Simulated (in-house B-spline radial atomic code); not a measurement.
Whole-atom quantities along the 60-electron series, configuration 1s2 2s2 2p6 3s2 3p6 3d10 4s2 4p6 4d10 4f5/2(6) 4f7/2(6) 5s2. Breit and QED terms are first order and not part of the total energy; the density at the nucleus is averaged over the nuclear charge. Computed with a B-spline radial code for spherical atoms: Dirac-Hartree-Fock, jj configuration that fills j = l - 1/2 first, finite nuclei.

```csv
ion,Z,E/Z² (Eh),Σ<r²> (bohr²),n(0)/Z³ (bohr⁻³),Lamb diamagnetic shielding (ppm),repulsion over attraction,Breit energy (eV),self-energy (eV),vacuum polarisation (eV)
Yb10+,70,-2.8649,15.534,2.7716,8742.16,0.14056,377.65,308.46,-52.509
Lu11+,71,?,?,?,?,?,?,?,?
Hf12+,72,-2.9019,13.484,2.9864,9111.4,0.13776,416.33,343.23,-60.12
Ta13+,73,-2.9203,12.635,3.105,9298.45,0.13633,436.74,361.8,-64.289
W14+,74,-2.9385,11.876,3.2276,9487.21,0.13489,457.87,381.21,-68.715
Re15+,75,-2.9566,11.193,3.3592,9677.82,0.13345,479.75,401.48,-73.42
Os16+,76,?,?,?,?,?,?,?,?
Ir17+,77,?,?,?,?,?,?,?,?
Pt18+,78,-3.0104,9.495,3.787,10261.4,0.12911,550.07,467.84,-89.354
Au19+,79,-3.0282,9.0214,3.9478,10460.3,0.12767,575.13,491.95,-95.345
```

(1) Fill in the row of Lu11+.

(2) Fill in the row of Os16+.

(3) Fill in the row of Ir17+.

(4) With what power of Z does the column «self-energy (eV)» change over this range?

Answers

(1) E/Z² (Eh): -2.8834; Σ<r²> (bohr²): 14.442; n(0)/Z³ (bohr⁻³): 2.8693; Lamb diamagnetic shielding (ppm): 8925.98; repulsion over attraction: 0.13917; Breit energy (eV): 396.64; self-energy (eV): 325.46; vacuum polarisation (eV): -56.192.

(2) E/Z² (Eh): -2.9746; Σ<r²> (bohr²): 10.574; n(0)/Z³ (bohr⁻³): 3.4888; Lamb diamagnetic shielding (ppm): 9870.29; repulsion over attraction: 0.132; Breit energy (eV): 502.39; self-energy (eV): 422.65; vacuum polarisation (eV): -78.407.

(3) E/Z² (Eh): -2.9926; Σ<r²> (bohr²): 10.011; n(0)/Z³ (bohr⁻³): 3.6381; Lamb diamagnetic shielding (ppm): 10064.8; repulsion over attraction: 0.13056; Breit energy (eV): 525.83; self-energy (eV): 444.76; vacuum polarisation (eV): -83.721.

(4) A fit of the logarithm of its size against log Z from Z = 70 to 79 has slope 3.86. One-loop self-energy scales as Z⁴F(Zα), with F falling from low Z to about Z = 90.
